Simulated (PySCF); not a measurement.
Input of a response calculation (the driver script's job line, then coordinates in Å):

```
{"job": {"kind": "uv", "xc": "wB97X-D", "basis": "def2-SVPD", "ip": true, "nstates": 10}, "charge": 0, "multiplicity": 1}
P     -0.839993    -0.542073     1.475649
S     -1.760479     1.073079     0.511530
Sb    -0.463706     1.581856    -1.512376
Sb     0.471587    -1.085296    -1.922983
S     -0.677004    -2.045442     0.024272
Sb     2.083458     0.788183    -0.491353
Se     1.277997     0.127682     1.846701
```

Its output, with some lines taken out ([cut]) and without the SCF cycles:

```
converged SCF energy = -4259.8624010888

Static polarisability (au): isotropic 215.678, principal 208.544 214.814 223.675

Singlet excitations
state   eV       nm        f      main configurations
  1   3.1220    397.1   0.00053   H->L 0.97
  2   3.2251    384.4   0.00008   H-1->L 0.97
  3   3.7248    332.9   0.00012   H-3->L 0.89
  4   3.9261    315.8   0.00031   H->L+2 0.66, H-1->L+3 0.20
[cut]
  6   3.9804    311.5   0.00102   H->L+1 0.56, H->L+3 0.18, H-1->L+2 0.14
  7   4.0320    307.5   0.00047   H-1->L+3 0.48, H-1->L+1 0.42
  8   4.2283    293.2   0.00146   H->L+3 0.48, H-1->L+2 0.42
[cut]
 10   4.4049    281.5   0.01249   H-1->L+4 0.24, H-1->L+1 0.21, H-1->L+5 0.14

Triplet excitations (Tamm-Dancoff, eV): 2.8838 2.9931 3.2771 3.3174
[cut]
Vertical electron affinity (delta-SCF) = 1.0006 eV
```

Method used: TDDFT wB97X-D/def2-SVPD, vertical, gas phase, core orbitals frozen in the response, def2 core potentials past Kr (PySCF 2.14.0, density-fitted response routines). The structure is a single PBE0-D3(BJ)/def2-SVP conformer in the gas phase; no vibrational or solvent corrections. Atoms past krypton carry effective core potentials; spin–orbit coupling is left out.

What stood in the cut lines?

```
  5   3.9445    314.3   0.02695   H-2->L 0.85
  9   4.3415    285.6   0.00045   H->L+5 0.47, H->L+4 0.32
Vertical ionisation energy (delta-SCF) = 8.1948 eV
```

How much of the mean polarisability do the listed states account for?

The sum over states Σ f/ΔE² (ΔE in hartree) gives 1.97 au, under 1% of the total; the rest comes from higher roots of the same response equations.

Does any listed singlet fall in the visible range?

2 computed singlets (S1 to S2) lie in the visible range (380 to 750 nm), the largest f among them at 397 nm, f = 0.0005; light of that wavelength is violet, and its complementary colour is yellow-green; a Tamm–Dancoff triplet lies at 430 nm, without intensity as long as spin–orbit coupling is left out.

What is the total energy of state 9 at this geometry?

-4259.86240 + 0.15955 = -4259.70285 hartree.

H and L stand for HOMO and LUMO.

The pairwise dispersion term of wB97X-D wasn't added to the energies; at a given geometry it leaves orbitals and properties as they are.
